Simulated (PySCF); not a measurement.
One of the candidates below gave these computed data.

All candidates are C6H7ClF2.

| technique | computed result |
| --- | --- |
| Dipole | 1.73 D [B3LYP/def2-SVPD] |
| Triplet | lowest triplet excitation (Tamm–Dancoff): 4.18 eV [TDA B3LYP/def2-SVPD] |
| Rotational structure | rotational constants A, B, C: 2.852, 0.738, 0.641 GHz [GFN2-xTB] |
| Polarisability | 83.5 au [B3LYP/def2-SVPD] |
| UV, strongest line | among the 8 lowest singlet transitions: S2 at 6.42 eV (193 nm, f = 0.229) [TDDFT B3LYP/def2-SVPD] |
| UV, first state | lowest singlet excitation: 6.34 eV (195 nm, f = 0.002) [TDDFT B3LYP/def2-SVPD] |

Gas-phase values; electronic properties from PySCF, density fitting. Levels stand in brackets. Isolated species at its GFN2-xTB geometry (one conformer only).

Question: Which candidate is it?
A. `C=C(F)/C(F)=C(\Cl)CC`
B. `FC(F)[C@@H]1CC=C(Cl)C1`
C. `CC/C=C(F)\C(Cl)=C/F`

Answer: B. It is `FC(F)[C@@H]1CC=C(Cl)C1`. Numbering: `[F:1][CH:2]([F:3])[C@@H:4]1[CH2:5][CH:6]=[C:7]([Cl:8])[CH2:9]1`. Its formula, C6H7ClF2, gives 2 degrees of unsaturation: 1 ring and 1 π bond in the structure found. The optimised geometry has point group C1 and is an asymmetric top.

The others, at the same levels:
- `CC/C=C(F)\C(Cl)=C/F` fails: its computed lowest singlet excitation is 5.16 eV (240 nm, f = 0.201) (against 6.34 eV), lowest triplet excitation (Tamm–Dancoff) is 3.39 eV (against 4.18 eV) and static isotropic polarisability is 90.9 au (against 83.5 au).
- `C=C(F)/C(F)=C(\Cl)CC` fails: its computed lowest singlet excitation is 5.10 eV (243 nm, f = 0.647) (against 6.34 eV), lowest triplet excitation (Tamm–Dancoff) is 2.99 eV (against 4.18 eV) and static isotropic polarisability is 96.6 au (against 83.5 au).

Each candidate is one conformer, not necessarily the lowest. The conformers computed, where there is a choice (atom-mapped SMILES and torsion angles):
- `[CH3:1][CH2:2]/[CH:3]=[C:4]([F:5])\[C:6]([Cl:7])=[CH:8]/[F:9]`: C1–C2–C3–C4 141°, C3–C4–C6–Cl7 -136°
- `[CH2:1]=[C:2]([F:3])/[C:4]([F:5])=[C:6](\[Cl:7])[CH2:8][CH3:9]`: C1–C2–C4–F5 1°, C4–C6–C8–C9 -104°

The conformers of `FC(F)[C@@H]1CC=C(Cl)C1` aren't listed.
